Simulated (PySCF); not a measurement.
VO2Cl, SMILES [Cl][V](=[O])=[O], multiplicity 1. Heavy atoms are numbered as in [V:1](=[O:2])(=[O:3])[Cl:4].

Geometry optimised at PBE0-D3(BJ)/def2-SVP. The multiplicity is an assumed one; other spin states were not compared.

All values below come from HF/def2-TZVPD (PySCF).

Mulliken values depend strongly on the basis, most of all with diffuse functions as here. Atomic charges (e), one atom of each kind:

| atom | Mulliken | IAO |
|---|---|---|
| V1 | 2.00 | 1.78 |
| O2 | -0.75 | -0.61 |
| Cl4 | -0.51 | -0.56 |
